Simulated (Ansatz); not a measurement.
`CC(C)[O][GeH2][F]` and `CC(C)OB(N)F` differ in one atom or group.

Ansatz, PBE0-D4/def2-TZVP geometries, multiplicity 1. Each molecule was computed in one conformer, which needn't be the lowest.

Scalar relativity is left out up to krypton.

```tsv
property	`CC(C)[O][GeH2][F]`
HOMO energy (PBE0/def2-TZVPP) / eV	-8.25
HOMO–LUMO gap (PBE0/def2-TZVPP) / eV	8.77
HOMO–LUMO gap (B3LYP/def2-TZVPP) / eV	8.25
ideal-gas entropy at 298 K and 1 bar (rigid rotor, harmonic PBE0-D4/def2-TZVP) / J/(mol·K)	387
HOMO energy (ωB97M-V/def2-TZVPP) / eV	-10.66
HOMO energy (B3LYP/def2-TZVPP) / eV	-8.02
```

Task: What does the change do to each property? (Estimate.)

Result: The calculation gave: 
| property | `CC(C)OB(N)F` | shift |
| --- | --- | --- |
| HOMO energy (PBE0/def2-TZVPP) / eV | -7.60 | 0.65 |
| HOMO–LUMO gap (PBE0/def2-TZVPP) / eV | 8.53 | -0.24 |
| HOMO–LUMO gap (B3LYP/def2-TZVPP) / eV | 7.94 | -0.31 |
| ideal-gas entropy at 298 K and 1 bar (rigid rotor, harmonic PBE0-D4/def2-TZVP) / J/(mol·K) | 380 | -7 |
| HOMO energy (ωB97M-V/def2-TZVPP) / eV | -9.98 | 0.68 |
| HOMO energy (B3LYP/def2-TZVPP) / eV | -7.35 | 0.67 |

With PBE0 the HOMO rises by 0.65 eV and the LUMO rises by 0.42 eV, so the gap narrows by about 0.23 eV. PBE moves the HOMO by 0.60 eV and ωB97M-V by 0.68 eV. The zero-point energy changes by 43.7 kJ/mol with +3 modes. Modes under 60 cm⁻¹, often nearly free rotors, make the harmonic entropy too high.

B3LYP here is the variant with VWN-RPA as its local correlation; programs differ in this.
